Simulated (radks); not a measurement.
Q: The table gives one normalised radial function P(r) = r R(r) of Zn+ in [Ar] 3d10 4s1 (r in bohr). Method: scalar-relativistic Kohn-Sham, PBE, spin-polarised, spherical densities, finite nucleus; open shells are filled with parallel spins first; Fermi nuclear charge, rms radius 3.9283 fm; computed with a radial shooting solver on a logarithmic mesh with Libxc functionals.

r,P
0.003759,0.0366
0.004895,0.0457
0.006425,0.0568
0.008434,0.0694
0.01098,0.0825
0.01441,0.0956
0.01877,0.1059
0.02464,0.1104
0.03208,0.1042
0.04211,0.0812
0.05527,0.0368
0.07197,-0.0269
0.09447,-0.1043
0.123,-0.1686
0.1615,-0.1882
0.2119,-0.1265
0.276,0.0153
0.3622,0.1949
0.4717,0.3064
0.6191,0.2621
0.8126,0.0402
1.058,-0.2675
1.389,-0.5538
1.808,-0.6996
2.374,-0.6708
3.091,-0.5007
4.057,-0.2768
5.325,-0.1083
6.934,-0.0292

Which n and l does it have? It may be an empty orbital.

A: n = 4, l = 0: the number of nodes gives n - l - 1 = 3, the rise at small r (about r^(l+1)) gives l, and the extent must fit the shell. The curve is that of 4s down; the table hardly tells the two spins apart. 4s down (empty): eigenvalue -13.327 eV, 3 radial nodes at r = 0.0649, 0.269, 0.843 bohr, <r> = 2.39 bohr, 90 % of the charge inside 3.60 bohr.
